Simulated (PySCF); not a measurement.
Al(OH)3 (AlH3O3), SMILES [OH][Al]([OH])[OH]. Heavy atoms are numbered as in [Al:1]([OH:2])([OH:4])[OH:6]. Hydrogens are named by the atom that carries them.

Geometry optimised at r2SCAN-D4/def2-SVP. The isomer is the one that the SMILES or the coordinates give; other isomers of the formula were not compared. Other conformers were not sampled.

Computed with PBE0/pcSseg-1 run with PySCF.

GIAO shieldings, no solvent; atoms alike by connectivity are averaged. δ = σ(ref) − σ: ¹⁷O against H2O (σ = 334.2 ppm); ¹H against TMS (σ = 31.56 ppm), references at their B3LYP-D3(BJ)/def2-TZVP geometries, non-relativistic.

Estimate the chemical shifts. (The exact figures need the calculation; the answer reports its results.)


| nucleus | atoms | count | δ (ppm) |
|---|---|---|---|
| ¹⁷O | O2 (OH) | 3 | 1.9 |
| ¹H | H on O2 | 3 | 1.51 |
